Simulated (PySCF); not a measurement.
## Correlation energy of Zn(12+) (zinc, charge +12)

Starting occupation: [Ar]. Computed with PySCF 2.14 in an even-tempered Gaussian basis (20 s from 0.88 bohr⁻², ratio 2.4; 14 p from 1.1 bohr⁻², ratio 2.4; 5 d from 7 bohr⁻², ratio 2.6; 4 f from 11 bohr⁻², ratio 2.6), with X2C-1e with screened-nucleus spin-orbit coupling, Gaussian nucleus. Frozen: 1s2; 16 electrons correlated; the 52 highest virtual spinors left out.

MP2 pair energies summed by pair of shells (mhartree):

```
       pair  energy  share (%)
2p1/2-2p3/2  -82.68       13.9
2p3/2-2p3/2  -81.11       13.7
3p3/2-3p3/2  -73.89       12.5
3p1/2-3p3/2  -72.02       12.2
2p3/2-3p3/2  -41.38        7.0
2p3/2-2s1/2  -36.02        6.1
3p3/2-3s1/2  -23.29        3.9
2p3/2-3p1/2  -22.60        3.8
2p1/2-3p3/2  -21.66        3.7
2p1/2-2p1/2  -20.01        3.4
3p1/2-3p1/2  -19.59        3.3
2p1/2-2s1/2  -18.11        3.1
3p1/2-3s1/2  -11.82        2.0
2s1/2-3p3/2  -11.65        2.0
2p3/2-3s1/2  -11.51        1.9
2s1/2-2s1/2  -10.22        1.7
2p1/2-3p1/2   -9.65        1.6
3s1/2-3s1/2   -8.86        1.5
2s1/2-3p1/2   -6.02        1.0
2p1/2-3s1/2   -5.66        1.0
2s1/2-3s1/2   -4.98        0.8
```

Total MP2 correlation energy: -592.73 mhartree.
